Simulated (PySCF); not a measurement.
## Ruthenium: a sound run and one with changed settings

Sound run: Ru⁺ [Kr] 4d7, Ru²⁺ [Kr] 4d6. Calculation: PySCF 2.14, in cc-pVDZ-PP with ECP28MDF (4s4p3d1f, 38 functions); a scalar-relativistic core potential. The sound run starts from symmetry-adapted Hartree-Fock orbitals and uses a fine grid where one is needed.

Changed run: 6 angular points. This setting is unsound on purpose.

| species | method | sound run (hartree) | changed run (hartree) | converged |
| --- | --- | --- | --- | --- |
| Ru⁺ | UHF | -93.58083 | -93.58083 | yes |
| Ru⁺ | BP86 | -94.28867 | -98.39328 | yes |
| Ru⁺ | M06-L | -94.27456 | -99.34909 | yes |
| Ru²⁺ | UHF | -93.03293 | -93.03293 | yes |
| Ru²⁺ | BP86 | -93.65864 | -96.02966 | yes |
| Ru²⁺ | M06-L | -93.65880 | -97.00271 | no |

Ionisation energy of Ru⁺:

```tsv
method	sound run (eV)	changed run (eV)
UHF	14.909	14.909
```

A coarse angular grid integrates products of high-l functions wrongly, so density functionals can shift, and the SCF can exploit the error; Hartree-Fock and MP2 need no grid.

For comparison, NIST gives 16.76 ± 0.06 eV between the lowest levels.
